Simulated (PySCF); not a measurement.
From one molecule to another.

First species: C4H9FSi2.
SMILES: `FC[C@@H]1C=C[SiH2][SiH2]1`

Second species: C₄H₈F₂Si.
InChI=1S/C4H8F2Si/c1-3(6)4(7)2-5/h2H2,1,7H3/b4-3+

Levels: B3LYP/def2-SVPD for HOMO energy, LUMO energy, HOMO–LUMO gap and static isotropic polarisability; TDDFT B3LYP/def2-SVPD for lowest singlet excitation; TDA B3LYP/def2-SVPD for lowest triplet excitation (Tamm–Dancoff). Geometries: GFN2-xTB. All species are isolated and taken at one optimised geometry, non-relativistic unless stated; the electronic structure was computed with PySCF and density fitting.

Dipoles, sizes and rotational constants follow the conformer. The torsions of the flexible species, by atom-mapped SMILES:
- `[CH3:1]/[C:2]([F:3])=[C:4](\[SiH3:5])[CH2:6][F:7]`: C2–C4–C6–F7 -146°

The conformers of `FC[C@@H]1C=C[SiH2][SiH2]1` aren't listed.

Which of the two has the higher static isotropic polarisability, and by how much?

The first: 101.3 au against 78.4 au, a difference of 22.9 au.

Which has the higher T1 energy?

The first: 4.38 eV against 4.22 eV, a difference of 0.16 eV.

Which of the two has the higher HOMO energy, and by how much?

The second: -7.26 eV against -7.47 eV, a difference of 0.21 eV.

Which of the two has the higher S1 energy, and by how much?

The second: 6.40 eV against 6.00 eV, a difference of 0.40 eV.

Which has the higher HOMO–LUMO gap?

The first: 6.89 eV against 6.68 eV, a difference of 0.21 eV.

On the first: The principal polarisabilities are 82.2, 101.5 and 120.0 au; their mean is the isotropic value. The vertical singlet–triplet gap S1 − T1 is 1.62 eV (TDDFT singlet less Tamm–Dancoff triplet; S1: HOMO−1→LUMO, weight 0.94; T1: HOMO→LUMO, weight 0.87).

On the second: The polarisability is 11.62 Å³ as a volume (1 au = 0.148185 Å³), or 1.23 au for each of the 64 electrons. S1 lies 0.28 eV below the HOMO–LUMO gap; its leading configuration is HOMO→LUMO+1, weight 0.70.
